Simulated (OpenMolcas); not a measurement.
# Ni2+: ligand-field states by method

Ni2+ with 4 ligands (chloride) in tetrahedral coordination (Td) at 2.31 Å. A charge of +0.5 e stands 3.2 Å behind each ligand. Ligand basis ANO-RCC-VDZP.

```
Program             : OpenMolcas
Basis               : ANO-RCC-VDZP [5s4p2d1f]
Scalar Hamiltonian  : DKH2, point nucleus
Active space        : 8 electrons in 5 orbitals (3d)
State averaging     : 2S+1 = 3 even, 10 roots; 2S+1 = 1 even, 15 roots
Spin-orbit coupling : state interaction with AMFI integrals over the reference wave functions
```

I. CASSCF
II. SS-CASPT2, IPEA 0.25 Eh, imaginary shift 0.1 Eh (closed shells correlated: 3s 3p and the ligand valence shells)

Spin-free states (labels of Td) in cm-1, each column counted from its own energy of the first state listed:

```json
{"State": "3T1", "Degeneracy": "3", "I": "0", "II": "0"}
{"State": "3T2", "Degeneracy": "3", "I": "1698", "II": "1430"}
{"State": "3A2", "Degeneracy": "1", "I": "3742", "II": "5650"}
{"State": "1T2", "Degeneracy": "3", "I": "16084", "II": "10580"}
{"State": "1E", "Degeneracy": "2", "I": "16744", "II": "11690"}
{"State": "3T1", "Degeneracy": "3", "I": "19959", "II": "16880"}
{"State": "1T2", "Degeneracy": "3", "I": "24559", "II": "20070"}
{"State": "1T1", "Degeneracy": "3", "I": "25639", "II": "22370"}
{"State": "1E", "Degeneracy": "2", "I": "25906", "II": "22710"}
{"State": "1A1", "Degeneracy": "1", "I": "26006", "II": "22200"}
{"State": "1A1", "Degeneracy": "1", "I": "60157", "II": "49790"}
```

From I to II, I's first state of the same spin (3T2) moves from 1698 to 1430 cm-1, by about -270 cm-1.

From I to II, I's first state of another spin (1T2) moves from 16084 to 10580 cm-1, by about -5500 cm-1.

I: A least-squares ligand-field fit to the states below 45000 cm-1, each weighted by its degeneracy and with a free common offset, gives 10Dq = -2061 cm-1 (negative for this site), B = 1241 cm-1 and C = 4544 cm-1 (C/B = 3.66), with an rms deviation of 49 cm-1. 

χT at 300 K: I 2.77, II 2.87 cm3 K/mol.

Roots that are degenerate in the reference are averaged as groups; the widest CASPT2 spread within a group is 610 cm-1 (the 3-fold group of multiplicity 1 near 22400 cm-1 above the lowest state of its run, II). Shifts and gaps below about the spread of the groups concerned are not significant. Over all roots computed the reference weight is 0.72 to 0.74 in II; a low but even weight reflects the number of correlated electrons. An orbital triplet at a regular site is open to Jahn-Teller coupling, which can distort the site and quench the lowest spin-orbit gaps and is left out. Ligand-to-metal charge-transfer states are missing. Without dynamic correlation the repulsion within the d shell is too large (B by tens of per cent), so at a given field states of lower spin stand too high (holds for I). With no ligand orbital active B as a rule stays too high, so bands that hang on it stand too high and its fall with covalency is understated (holds for I). With metal d orbitals alone and no dynamic correlation the field as a rule comes out too small, by tens of per cent, by up to half for chloride and softer ligands, and with too little covalency χT stands high (holds for I). A single d shell leaves out the double-shell effect, which counts most for late 3d ions, where the CASPT2 field can be off either way by tens of per cent (holds for II). These CASPT2 states fit no ligand-field parameters well, so their order and spin gaps are uncertain (holds for II). For late 3d ions with one d shell CASPT2 can put B and the spin-flip bands somewhat low as well as high (holds for II). With one d shell and no ligand orbital active, 10Dq can be off by tens of per cent for divalent 3d ions, low with halides held by bare charges and at times high in hosts (holds for II). Free-ion shares, where given, are those of the reference states; single-state CASPT2 does not remix them (holds for II). No measured value stands beside these numbers; the geometry was imposed, not optimised, and the real ion may take another.
